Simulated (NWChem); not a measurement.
System: 1,3-cyclohexadiene (C6H8); SMILES C1=CCCC=C1

Here is an NWChem input.

```
start job
memory heap 200 mb stack 900 mb global 1100 mb
geometry units angstroms noautosym nocenter noautoz
  C     -0.068952    -1.419502    -0.108286
  C     -0.111053    -0.722901    -1.257063
  C      0.111053     0.722901    -1.257063
  C      0.068952     1.419502    -0.108286
  C     -0.242615     0.724204     1.187310
  C      0.242615    -0.724204     1.187310
  H     -0.198226    -2.506110    -0.111182
  H     -0.289545    -1.230330    -2.209293
  H      0.289545     1.230330    -2.209293
  H      0.198226     2.506110    -0.111182
  H     -1.341533     0.749542     1.337213
  H      0.186641     1.270768     2.041351
  H     -0.186641    -1.270768     2.041351
  H      1.341533    -0.749542     1.337213
end
basis spherical
  * library def2-svp
end
dft
  xc pbe0
  iterations 150
end
cosmo
  dielec 20.7
end
task dft energy
```

Geometry: optimised at PBE0/def2-SVP.

Level: PBE0/def2-SVP with COSMO at NWChem's default radii, gas-phase geometry; the question gives the dielectric constant.

Task: What results follow from this input? (PBE0/def2-SVP, COSMO on the gas-phase geometry.) Quantities: electrostatic solvation energy (kcal/mol); dipole in solution (D).

Result: 
```yaml
electrostatic solvation energy (kcal/mol): -2.1
dipole in solution (D): 0.69
```
